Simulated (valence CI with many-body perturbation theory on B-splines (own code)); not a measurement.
Ru³⁸⁺: E2, E3, M1, M2 decay

Level of theory: configuration interaction combined with many-body perturbation theory (CI+MBPT): four valence electrons over a frozen Dirac-Fock core [He], radial functions for each j: 11 s, 11 p, 10 d, 8 f, 5 g, 2 h, with the one-electron correlation potential Σ1, the two-electron term Σ2, the three-electron term Σ3, Breit, model QED; selected CI, second order for the rest, scaled by the run's own slope (own B-spline code, finite nucleus).

No measured spectrum was set against this ion. As an estimate, large intervals hold to a few tenths of a per cent, small ones and those within an open d or f shell to about a per cent. Among the levels kept, up to 900 cm⁻¹ of a level comes from second order outside the variational space, and about a tenth of that is noise between levels of different J, which matters for small intervals.

Lines 1 to 50 of 67 in falling wavelength, among levels below 3875.0 eV, chosen from the decays that carry over 1 % of a level's rate. Wavelengths and rates use the calculated energies. Electric multipoles are in the length gauge, E1 and E2 with the static RPA response of the core. S is in atomic units (e²a₀⁴ for E2 and M2, e²a₀⁶ for E3), for M1 in squared Bohr magnetons. Weak lines are less certain than strong ones. Lines between different terms over intervals too small for the method are left out, as are lines whose strength nearly cancels.

Levels are named by their leading jj configuration (3d3/2^4 stands for four electrons in 3d with j = 3/2), which in mixed levels can hold well under half, so a name can repeat and another be missing. Letters in brackets count levels of one name in rising energy.

```
λ vac (nm)                           Upper                       Lower  Type   A (s⁻¹)  S (a.u.)
     95.46          (2s^2 2p1/2 2p3/2) J=2      (2s^2 2p1/2 2p3/2) J=1    M1  6.48e+03  1.04e+00
     9.620          (2s^2 2p1/2 2p3/2) J=1          (2s^2 2p1/2^2) J=0    M1  1.48e+07  1.47e+00
     8.977              (2s^2 2p3/2^2) J=2      (2s^2 2p1/2 2p3/2) J=2    M1  1.34e+07  1.80e+00
     8.739          (2s^2 2p1/2 2p3/2) J=2          (2s^2 2p1/2^2) J=0    E2  8.80e+03  2.00e-04
     8.205              (2s^2 2p3/2^2) J=2      (2s^2 2p1/2 2p3/2) J=1    M1  1.42e+07  1.45e+00
     6.814              (2s^2 2p3/2^2) J=0      (2s^2 2p1/2 2p3/2) J=1    M1  4.38e+07  5.13e-01
    0.4301          (2s^2 2p3/2 3d5/2) J=4            (2s 2p3/2^3) J=2    E2  3.74e+08  4.42e-06
    0.4137          (2s^2 2p3/2 3d5/2) J=4  (2s 2p1/2 2p3/2^2) J=2 [b]    E2  2.45e+08  2.38e-06
    0.4073          (2s^2 2p3/2 3d5/2) J=4      (2s 2p1/2 2p3/2^2) J=3    E2  4.50e+08  4.05e-06
    0.4059      (2s 2p1/2 2p3/2 3p3/2) J=4  (2s 2p1/2 2p3/2^2) J=2 [b]    E2  1.72e+09  1.52e-05
    0.4050          (2s^2 2p3/2 3p1/2) J=2          (2s^2 2p3/2^2) J=0    E2  1.77e+10  8.63e-05
    0.4038          (2s^2 2p3/2 3d5/2) J=4  (2s 2p1/2 2p3/2^2) J=2 [a]    E2  1.22e+08  1.05e-06
    0.4033          (2s^2 2p1/2 3p1/2) J=1      (2s^2 2p1/2 2p3/2) J=2    E2  5.68e+10  1.63e-04
    0.4030          (2s 2p1/2^2 3p1/2) J=0      (2s 2p1/2^2 2p3/2) J=2    E2  1.03e+11  9.73e-05
    0.4025          (2s 2p3/2^2 3p3/2) J=4            (2s 2p3/2^3) J=2    E2  1.39e+10  1.18e-04
    0.4016          (2s^2 2p1/2 3p1/2) J=1      (2s^2 2p1/2 2p3/2) J=1    E2  5.48e+10  1.53e-04
    0.4013          (2s^2 2p3/2 3p1/2) J=1          (2s^2 2p3/2^2) J=2    E2  6.24e+10  1.74e-04
    0.4009          (2s^2 2p3/2 3p1/2) J=2          (2s^2 2p3/2^2) J=2    E2  7.55e+10  3.49e-04
    0.4005          (2s^2 2p1/2 3p1/2) J=0      (2s^2 2p1/2 2p3/2) J=2    E2  1.01e+11  9.31e-05
    0.3997      (2s 2p1/2 2p3/2 3p3/2) J=4      (2s 2p1/2 2p3/2^2) J=3    E2  2.49e+10  2.05e-04
    0.3992          (2s 2p3/2^2 3p1/2) J=0            (2s 2p3/2^3) J=2    E2  7.19e+10  6.50e-05
    0.3989  (2s 2p1/2 2p3/2 3p3/2) J=0 [b]  (2s 2p1/2 2p3/2^2) J=2 [b]    E2  4.44e+10  4.01e-05
    0.3972          (2s^2 2p3/2 3p3/2) J=3          (2s^2 2p3/2^2) J=2    E2  3.62e+10  2.23e-04
    0.3970          (2s^2 2p3/2 3p3/2) J=1          (2s^2 2p3/2^2) J=2    E2  4.28e+10  1.13e-04
    0.3969          (2s 2p1/2^2 3p3/2) J=2      (2s 2p1/2^2 2p3/2) J=2    E2  3.81e+10  1.68e-04
    0.3968          (2s^2 2p1/2 3p3/2) J=2      (2s^2 2p1/2 2p3/2) J=2    E2  3.73e+10  1.64e-04
    0.3963      (2s 2p1/2 2p3/2 3p3/2) J=4  (2s 2p1/2 2p3/2^2) J=2 [a]    E2  1.17e+09  9.17e-06
    0.3956          (2s^2 2p1/2 3p3/2) J=1      (2s^2 2p1/2 2p3/2) J=1    E2  2.74e+10  7.11e-05
    0.3952          (2s^2 2p1/2 3p3/2) J=2      (2s^2 2p1/2 2p3/2) J=1    E2  1.72e+10  7.39e-05
    0.3951          (2s 2p3/2^2 3p3/2) J=0            (2s 2p3/2^3) J=2    E2  2.56e+10  2.20e-05
    0.3931          (2s^2 2p3/2 3p3/2) J=0          (2s^2 2p3/2^2) J=2    E2  1.20e+11  1.01e-04
    0.3930      (2s 2p1/2 2p3/2 3d5/2) J=5      (2s 2p1/2 2p3/2^2) J=3    M2  1.09e+09  1.00e-05
    0.3899          (2s^2 2p3/2 3d5/2) J=4          (2s^2 2p3/2^2) J=2    M2  1.01e+09  7.30e-06
    0.3897  (2s 2p1/2 2p3/2 3p3/2) J=0 [b]  (2s 2p1/2 2p3/2^2) J=2 [a]    E2  2.20e+10  1.77e-05
    0.3882          (2s 2p3/2^2 3p3/2) J=4  (2s 2p1/2 2p3/2^2) J=2 [b]    E2  1.56e+09  1.10e-05
    0.3881          (2s^2 2p3/2 3d5/2) J=4      (2s 2p1/2^2 2p3/2) J=2    E2  7.49e+08  5.30e-06
    0.3825          (2s 2p3/2^2 3p3/2) J=4      (2s 2p1/2 2p3/2^2) J=3    E2  3.41e+10  2.24e-04
    0.3813          (2s 2p3/2^2 3p3/2) J=0  (2s 2p1/2 2p3/2^2) J=2 [b]    E2  5.45e+10  3.93e-05
    0.3812      (2s 2p1/2 2p3/2 3p3/2) J=4      (2s 2p1/2^2 2p3/2) J=2    E2  6.24e+10  4.04e-04
    0.3806      (2s 2p3/2^2 3p3/2) J=2 [c]  (2s 2p1/2 2p3/2^2) J=1 [b]    E2  2.51e+10  8.96e-05
    0.3803          (2s^2 2p3/2 3p3/2) J=3      (2s^2 2p1/2 2p3/2) J=2    E2  2.73e+10  1.36e-04
    0.3802  (2s 2p1/2 2p3/2 3p3/2) J=1 [d]      (2s 2p1/2^2 2p3/2) J=1    E2  4.85e+10  1.03e-04
    0.3802          (2s^2 2p3/2 3p3/2) J=1      (2s^2 2p1/2 2p3/2) J=2    E2  4.08e+10  8.67e-05
    0.3800      (2s 2p3/2^2 3p3/2) J=2 [c]  (2s 2p1/2 2p3/2^2) J=2 [b]    E2  2.44e+10  8.63e-05
    0.3796          (2s^2 2p1/2 3p3/2) J=2          (2s^2 2p1/2^2) J=0    E2  4.90e+10  1.72e-04
    0.3794          (2s 2p3/2^2 3p3/2) J=4  (2s 2p1/2 2p3/2^2) J=2 [a]    E2  4.50e+10  2.84e-04
    0.3788          (2s^2 2p3/2 3p3/2) J=3      (2s^2 2p1/2 2p3/2) J=1    E2  3.36e+10  1.64e-04
    0.3784          (2s^2 2p3/2 3p3/2) J=2      (2s^2 2p1/2 2p3/2) J=2    E2  3.99e+10  1.38e-04
    0.3767          (2s^2 2p3/2 3p3/2) J=0      (2s^2 2p1/2 2p3/2) J=2    E2  5.87e+10  3.97e-05
    0.3751      (2s 2p1/2 2p3/2 3d5/2) J=5      (2s 2p1/2^2 2p3/2) J=2    E3  1.20e+08  4.40e-05
```
